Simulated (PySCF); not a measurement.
C4H5FO2, SMILES C[C@H]1OC=C(F)O1.

Coordinates come from a PBE-D3(BJ)/def2-SVP optimisation. The structure was generated by enumeration; whether it is a known compound was not checked. One conformer was computed; it need not be the lowest.

Two levels are set side by side: PBE/def2-TZVP (PySCF) and HF/def2-TZVP (PySCF). Same geometry, gas phase. Differences are taken from unrounded values.

| quantity | HF |
|---|---|
| orbital gap (eV) | 12.90 |
| highest occupied level (eV) | -8.89 |
| lowest empty level (eV) | 4.00 |
| dipole moment (D) | 1.50 |
| mean polarisability (bohr³) | 49.3 |

### Question
What does PBE give, and how far is it from HF? (The exact figures need the calculation; the answer reports its results.)

### Answer

```
quantity                       PBE  PBE minus HF
---------------------------  -----  ------------
orbital gap (eV)              4.56         -8.33
highest occupied level (eV)  -4.59          4.30
lowest empty level (eV)      -0.03         -4.03
dipole moment (D)             1.31         -0.18
mean polarisability (bohr³)   54.3           5.0
```

Without exact exchange PBE keeps part of each electron's self-repulsion, which lifts occupied levels and narrows the gap. Loosely held outer electrons make PBE densities more polarisable. Differences between two approximate levels are no errors against the true value.

Rough cost on one machine, each run with all the roots and properties that it gave: HF against PBE about 1/2.
